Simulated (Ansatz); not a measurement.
`CO/C=C\[SeH]` and `O[SiH2]/C=C/[SeH]` differ in one atom or group (the configuration at the double bond changes too).

Ansatz, PBE0-D4/def2-TZVP geometries, multiplicity 1. Each molecule was computed in one conformer, which needn't be the lowest.

Scalar relativity is left out up to krypton.

```csv
property,`CO/C=C\[SeH]`
size of the dipole moment (B3LYP/def2-TZVPP) / D,2.20
LUMO energy (ωB97M-V/def2-TZVPP) / eV,2.25
LUMO energy (PBE/def2-TZVPP) / eV,-0.54
HOMO energy (PBE0/def2-TZVPP) / eV,-5.75
HOMO–LUMO gap (B3LYP/def2-TZVPP) / eV,5.65
HOMO–LUMO gap (PBE/def2-TZVPP) / eV,4.14
```

(1) Give the same properties after the change, and the shifts. (Best estimate.)

Answers

(1) The calculation gave: 
```tsv
property	`O[SiH2]/C=C/[SeH]`	shift
size of the dipole moment (B3LYP/def2-TZVPP) / D	0.98	-1.22
LUMO energy (ωB97M-V/def2-TZVPP) / eV	1.24	-1.01
LUMO energy (PBE/def2-TZVPP) / eV	-1.62	-1.08
HOMO energy (PBE0/def2-TZVPP) / eV	-6.59	-0.84
HOMO–LUMO gap (B3LYP/def2-TZVPP) / eV	5.47	-0.18
HOMO–LUMO gap (PBE/def2-TZVPP) / eV	3.95	-0.19
```

With PBE0 the HOMO falls by 0.84 eV and the LUMO falls by 1.10 eV, so the gap narrows by about 0.26 eV. PBE moves the HOMO by -0.90 eV and ωB97M-V by -0.81 eV. Dipoles are sizes alone; their direction can turn.

B3LYP here is the variant with VWN-RPA as its local correlation; programs differ in this.

Spin–orbit coupling is left out; it splits and shifts lone-pair levels of the heavy atoms by tenths of an eV.
